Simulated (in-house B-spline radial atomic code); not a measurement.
## Ionising Te⁴⁺ with different functionals

Computed with an all-electron radial atomic-structure program (B-spline basis): non-relativistic Hamiltonian, point nucleus, spin-polarised at highest spin, spherical fractional occupations for the functionals, and exact exchange of hybrids averaged over the configuration. The ionisation energy is the difference of two self-consistent energies, [Kr] 4d10 5s2 → [Kr] 4d10 5s1, without Breit or QED terms; ε is the level of the shell that loses the electron (its least bound occupied spin orbital). There is no spin-orbit coupling in this Hamiltonian.

```tsv
method	rung	ΔSCF (eV)	-ε(5s) (eV)
PBE0	global hybrid	56.30	52.37
B3LYP	global hybrid	56.78	52.45
TPSSh	global hybrid	56.15	51.56
M06-2X	global hybrid	56.46	53.12
BHandHLYP	global hybrid	56.20	53.49
r2SCAN0	global hybrid	55.93	52.50
B97-1	global hybrid	56.61	52.16
HSE06	range-separated hybrid	56.35	52.07
wB97X	range-separated hybrid	56.32	55.05
CAM-B3LYP	range-separated hybrid	56.72	54.09
LC-wPBE	range-separated hybrid	56.22	55.28
```

Q: Among the functionals, which spreads more, the ΔSCF values or the orbital energies?

A: The orbital energies: ΔSCF values span about 0.85 eV and the orbital energies 3.72 eV; here energy differences depend much less on the functional than eigenvalues do.

Q: How do they compare with the NIST value?

A: NIST lists 59.3 eV ± 0.9 (measured, ground level to ground level). Errors run from -3.37 to -2.52 eV. The correlated functionals all miss on the same side by more than they spread, so the cause is common to them (relativity, Breit-QED terms, or a listed next ion that isn't the cheapest removal here) and closeness doesn't rank the functionals.
